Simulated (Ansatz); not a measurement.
Born–Oppenheimer molecular dynamics of Cl$_{2}$GaH$_{2}$N (6 atoms, charge 0, multiplicity 1). It starts from a relaxed structure.

Theory: Ansatz, RKS PBE/def2-SVP.

```json
{
  "ensemble": "NVE (Milne-controlled integrator)",
  "time step": "0.25 fs",
  "steps asked": "300",
  "starting velocities drawn for": "700 K",
  "masses": "H 10 u",
  "seed": "901028"
}
```

First frame:

```xyz
6
Properties=species:S:1:pos:R:3
Ga -0.043 -0.004 -0.026
Cl -0.010 -0.366 2.095
Cl 1.811 0.348 -1.059
N -1.620 0.128 -0.906
H -2.483 -0.216 -0.481
H -1.648 0.111 -1.928
```

Task: How far do the bonds stretch over the last three quarters of this one trajectory? (Pairs bonded in most of those frames.)

Result: 
```tsv
bond	mean (Å)	spread (Å)	shortest	longest
Ga1–Cl2	2.154	0.051	2.09	2.23
Ga1–Cl3	2.157	0.011	2.14	2.17
Ga1–N4	1.849	0.064	1.74	1.93
N4–H5	1.026	0.028	0.99	1.08
N4–H6	1.025	0.028	0.99	1.08
```

Mean temperature of the second half: 304 K. The conserved energy stayed within 0.00017 meV per atom of its start (net change 0 meV per atom), so the integration is sound. Over the second half the temperature averaged 0.43 of the 700 K drawn at the start: a run that starts near a minimum puts about half its kinetic energy into the potential. A run of 0.075 ps of so small a system gives no equilibrium averages.

Time of the run: 14 min on 1 thread of Arm Neoverse V2, on a shared host, peak memory 0.14 GiB.
